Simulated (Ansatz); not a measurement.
A single point on CH₉NSiSn, SMILES `C[SiH2][NH][SnH3]`.

```yaml
crystal:
  periodic: [false, false, false]
  atoms:
    - {symbol: C, position_ang: [-1.447361, 0.995353, 0.291405]}
    - {symbol: Si, position_ang: [0.348192, 1.119674, 0.788933]}
    - {symbol: N, position_ang: [1.246672, -0.052829, -0.087865]}
    - {symbol: Sn, position_ang: [0.572313, -1.774455, -0.910699]}
    - {symbol: H, position_ang: [-1.575778, 1.159359, -0.781308]}
    - {symbol: H, position_ang: [-2.034943, 1.749318, 0.821548]}
    - {symbol: H, position_ang: [-1.869319, 0.018414, 0.544664]}
    - {symbol: H, position_ang: [0.439046, 0.944013, 2.271684]}
    - {symbol: H, position_ang: [0.872968, 2.486147, 0.497150]}
    - {symbol: H, position_ang: [2.253048, -0.004713, -0.029372]}
    - {symbol: H, position_ang: [1.966675, -2.636583, -1.379209]}
    - {symbol: H, position_ang: [-0.409178, -1.393552, -2.254094]}
    - {symbol: H, position_ang: [-0.341936, -2.644944, 0.242065]}
basis:
  gaussian: {orbitals: def2-QZVPP}
correlation: {method: mp2}
```

```sh
$ ansatz run in.yaml --threads 4 --pin off --events-out ev --progress --plain --max-ram 10444MiB
```

It prints (some lines left out):

```
Functional definition: HF
3172 factors; integrals over basis functions are off by at most 1.0e-3 eV
mean field evaluation 1: about -16319.7048 eV, gradient 4.6e1 eV
mean field evaluation 2: about -16319.8081 eV, gradient 4.6e1 eV
mean field evaluation 4: about -16324.7856 eV, gradient 4.9e0 eV
mean field evaluation 8: about -16324.8671 eV, gradient 2.2e-1 eV
mean field evaluation 16: about -16324.8674 eV, gradient 9.5e-7 eV
mean field -16324.86735521 eV, -599.9278099114 hartree, gradient 9.5e-7 eV, S^2 0.000000; 0 other end points of the search recorded, 0 dependent functions left out
11 core orbitals not correlated: weight in the atoms' cores, before any rotation towards them, 1.000 or more for the frozen orbitals, at most 0.000 for the correlated occupied ones
reference -16324.86735521 eV, -599.9278099114 hartree; 18, 18 occupied and 507, 507 virtual orbitals, 3172 factors
second order -30.12064289 eV of doubles, -0.00000000 eV of singles
Total energy: -16354.98799810 eV, -601.0347231213 hartree
```

Hardware: 4 threads of an Arm Neoverse V2 on a shared host. Wall time 31 s, peak host memory 3.8 GiB.
